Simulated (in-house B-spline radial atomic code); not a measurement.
A fraction x of an electron is removed from 3p in Cu³⁺, starting from [Ar] 3d8 and keeping the highest spin. Method: scalar-relativistic (X2C) TPSS, spin-polarised, spherical fractional occupations, Fermi nucleus of rms radius 3.8823 fm. Calculated with an all-electron radial atomic-structure program (B-spline basis).

```
   x  E(x) - E(0) (eV)  3p down level (eV)
   0            0.0000            -116.917
0.07            8.2373            -118.437
0.14           16.5814            -119.966
0.32           38.5324            -123.945
0.43                 ?                   ?
 0.5           61.2052            -127.986
0.61                 ?                   ?
0.74           92.5773            -133.465
0.82          103.3284            -135.313
0.88          111.4889            -136.706
   1          128.0617            -139.510
```

(1) What belongs in the row x = 0.43?

(2) What belongs in the row x = 0.61?

(3) Check Janak's theorem between x = 0.07 and 0.14.

## Answers

(1) An energy change of 52.3015 eV; 3p down at -126.407 eV.

(2) An energy change of 75.4209 eV; 3p down at -130.485 eV.

(3) The slope of the energy is 119.20 eV; the orbital levels give 119.20 eV (-ε of the emptying orbital, averaged over the two points).
